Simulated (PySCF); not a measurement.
A calculated (UHF, PySCF 2.14, x2c-TZVPPall with one added diffuse shell each of s, p, d, f type, the spin-free X2C one-electron Hamiltonian (Gaussian nucleus)) atom or ion has these occupied shells.

| shell | electrons | orbital energy (eV) | rms radius, mean of both spins (bohr) |
| --- | --- | --- | --- |
| 1s α | 1 | -25684.3 | 0.0357 |
| 1s β | 1 | -25684.3 | 0.0357 |
| 2s α | 1 | -3902.0 | 0.146 |
| 2s β | 1 | -3901.3 | 0.146 |
| 2p α | 3 | -3498.9 | 0.130 |
| 2p β | 3 | -3498.1 | 0.130 |
| 3s α | 1 | -784.84 | 0.392 |
| 3s β | 1 | -784.46 | 0.392 |
| 3p α | 3 | -648.93 | 0.394 |
| 3p β | 3 | -648.46 | 0.394 |
| 3d α | 5 | -434.39 | 0.376 |
| 3d β | 5 | -433.33 | 0.376 |
| 4s α | 1 | -157.03 | 0.970 |
| 4s β | 1 | -152.90 | 0.970 |
| 4p α | 3 | -115.31 | 1.06 |
| 4p β | 3 | -110.15 | 1.06 |
| 4d α | 5 | -52.660 | 1.35 |
| 4d β | 3 | -50.733 | 1.35 |

(1) Name the element and its charge.

Answers

(1) Ag³⁺ (silver, charge +3), in [Kr] 4d8, high-spin 3F determinant.
